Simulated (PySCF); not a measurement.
All of these have the formula C6H10NP. Level of theory: PySCF 2.14.0, density-fitted response routines, TDDFT CAM-B3LYP/def2-SVPD, vertical, gas phase, core orbitals frozen in the response. Geometries: GFN2-xTB; one conformer of each isolated species. Triplets are in the Tamm–Dancoff approximation. 'Strongest' means the level of largest summed f among the lowest 8 singlets; it needn't be the same kind of state in each.

Problem. Rank by computed energy of the strongest computed level, highest first.
A. `CP(C)n1cccc1`
B. `C=CC1=C(C)P1NC`
C. `CCc1pccn1C`
D. `N#CCPC1CCC1`
E. `C1C(C1)PCCC#N`

Solution. D (7.13 eV), A (6.76 eV), E (6.53 eV), C (6.40 eV), B (5.88 eV).

| SMILES | strongest (eV) | first f ≥ 0.01 (nm) | f (S1) | gap (eV) | LUMO (eV) | α (au) | S1 mainly |
| --- | --- | --- | --- | --- | --- | --- | --- |
| N#CCPC1CCC1 | 7.13 | 192 | 0.084 | 9.66 | 0.87 | 95.8 | H→L (82%) |
| CP(C)n1cccc1 | 6.76 | 198 | 0.005 | 8.71 | 1.27 | 100.0 | H→L (48%) |
| N#CCCPC1CC1 | 6.53 | 190 | 0.092 | 9.57 | 0.84 | 98.3 | H→L (85%) |
| CCc1pccn1C | 6.40 | 234 | 0.150 | 8.08 | 0.96 | 101.2 | H→L (73%) |
| C=CC1=C(C)P1NC | 5.88 | 250 | 0.002 | 7.35 | 0.11 | 109.2 | H→L (92%) |

H and L stand for HOMO and LUMO.
